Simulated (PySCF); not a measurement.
Low-lying terms of Zn²⁺ (zinc, charge +2)

Ground state [Ar] 3d10, ¹S. All numbers are calculated (PySCF 2.14, scalar relativity by spin-free X2C-1e, in x2c-TZVPall with one added diffuse shell each of s, p, d type (7s6p5d1f, 57 functions)). Vertical excitation energies in eV without spin-orbit coupling; excited terms of each kind are numbered among those the solver found. Frozen: [Ar].

```csv
term,leading excitation,EOM-EE-CCSD
1 3D,3d → s,9.651
1 1D,3d → s,10.130
1 3P°,3d → p,16.821
1 3F°,3d → p,17.179
1 1F°,3d → p,17.410
1 1D°,3d → p,17.758
1 3D°,3d → p,17.773
1 1P°,3d → p,17.949
2 3D,3d → s,26.246
2 1D,3d → s,26.346
```

The solver can miss terms. Rydberg members are limited by the diffuse functions of the basis.
